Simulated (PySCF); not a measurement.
C4H2ClF, SMILES C(#C)/C(Cl)=C\F.

The structure is a stationary point at ωB97X-D3(BJ)/def2-SVP. The structure was generated by enumeration; whether it is a known compound was not checked.

Level of theory: SMD-B3LYP/6-31G* run with PySCF.

Solvation free energies are E(SMD) − E(gas) at the gas-phase geometry, for 1 M in both phases. In vacuum the dipole moment is 0.47 D.

| solvent | ΔG(solv) (kcal/mol) | its non-electrostatic (CDS) part | dipole (D) |
|---|---|---|---|
| water | 0.5 | 5.1 | 0.71 |
| 1-octanol | -2.2 | 1.8 | 0.67 |
| n-hexane | -2.4 | -0.8 | 0.55 |
